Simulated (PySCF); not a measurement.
Species: C3H6F3GeP.
SMILES: `C=C[P]([GeH3])C(F)(F)F`

Level of theory: TDDFT CAM-B3LYP/def2-SVPD, vertical, gas phase, core orbitals frozen in the response in PySCF 2.14.0, density-fitted response routines. Geometry: GFN2-xTB, one conformer, isolated molecule. The CAM-B3LYP/def2-SVPD calculation is non-relativistic and has no spin–orbit coupling, an omission that weighs most on germanium. Torsions of this conformer, `[CH2:1]=[CH:2][P:3]([GeH3:4])[C:5]([F:6])([F:7])[F:8]`: C1–C2–P3–Ge4 118°, C2–P3–C5–F6 47°.

Computed states:

| state | E (eV) | f |
| --- | --- | --- |
| S1 | 5.95 | 0.046 |
| S2 | 6.01 | 0.323 |
| S3 | 6.32 | 0.028 |
| S4 | 7.07 | 0.0095 |
| S5 | 7.25 | 0.109 |
| S6 | 7.49 | 0.037 |
| S7 | 7.58 | 0.043 |
| S8 | 7.81 | 0.051 |

Broadening: Gaussians 0.4 eV wide at half height, area fixed by f = 4.319×10⁻⁹ ∫ε dν̃. The cross-section is σ = 3.8235×10⁻²¹ ε cm², given in Mb (10⁻¹⁸ cm²). The width is an assumption, not a result. The curve ends short of the highest state used, and states not computed would add to its high-energy end.

Question: What does the envelope look like, and where are its maxima?

Answer: 
| E (eV) | σ (Mb) |
| --- | --- |
| 5.35 | 0.07 |
| 5.41 | 0.26 |
| 5.48 | 0.96 |
| 5.54 | 2.60 |
| 5.60 | 6.26 |
| 5.67 | 14.92 |
| 5.73 | 27.53 |
| 5.80 | 48.18 |
| 5.86 | 68.20 |
| 5.92 | 85.49 |
| 5.99 | 95.55 |
| 6.05 | 92.47 |
| 6.12 | 77.13 |
| 6.18 | 58.99 |
| 6.25 | 38.64 |
| 6.31 | 25.12 |
| 6.37 | 15.75 |
| 6.44 | 8.92 |
| 6.50 | 5.36 |
| 6.57 | 2.81 |
| 6.63 | 1.57 |
| 6.69 | 1.01 |
| 6.76 | 1.14 |
| 6.82 | 2.01 |
| 6.89 | 4.27 |
| 6.95 | 7.63 |
| 7.01 | 12.48 |
| 7.08 | 19.63 |
| 7.14 | 26.08 |
| 7.21 | 32.26 |

Maxima: 207 nm (6.00 eV), ε about 25000, made up of S1 (12%) and S2 (87%) (ε in L mol⁻¹ cm⁻¹; maxima over ε = 5, shares over 10%). At its high-energy end, 7.21 eV, the curve is still rising (ε about 8400, from S5).

Question: What would ε be at 6.00 eV, the highest of these maxima, with half the width (0.2 eV)?

Answer: About 48600 L mol⁻¹ cm⁻¹ against 25100, a factor of about 1.9; a lone state at its own centre would give exactly 2.

Question: Coming from long wavelengths, where does ε first pass 100 L mol⁻¹ cm⁻¹?

Answer: At about 228 nm (5.43 eV), 0.52 eV below S1.

Question: On this curve, what absorbance would a 10⁻⁵ mol/L sample give at 193 nm over a 1 cm path?

Answer: 193 nm is 6.424 eV, where ε is about 2700 L mol⁻¹ cm⁻¹, so A = ε c l ≈ 0.027 (Beer–Lambert, with the gas-phase spectrum and the assumed width).
